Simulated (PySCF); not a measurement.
# Electron correlation in N²⁺ (nitrogen, charge +2)

[He] 2s2 2p1, 2P determinant. All numbers are calculated (PySCF 2.14, the spin-free X2C one-electron Hamiltonian (Gaussian nucleus), in x2c-SVPall). Frozen: 1s2; 3 electrons correlated.

MP2 pair energies summed by pair of shells (mhartree):

```json
{"pair": "2s-2s", "energy": "-29.91", "share (%)": "64.0"}
{"pair": "2s-2p", "energy": "-16.81", "share (%)": "36.0"}
```

Total MP2 correlation energy: -46.72 mhartree.

Same-spin part -2.35 and opposite-spin part -44.37 mhartree; SCS-MP2 scales them by 1/3 and 6/5 to -54.03 mhartree.

| level | correlation energy (mhartree) |
| --- | --- |
| CCSD | -75.67 |
| (T) | -0.63 |
| CCSD(T) | -76.30 |

Diagnostics: T1 = 0.0065, D1 = 0.0117, largest double amplitude 0.143.

Question: Is a single reference adequate?

Answer: Mostly. T1 lies below 0.03, but a double amplitude of this size points to a near-degeneracy that CCSD handles and MP2 describes poorly.
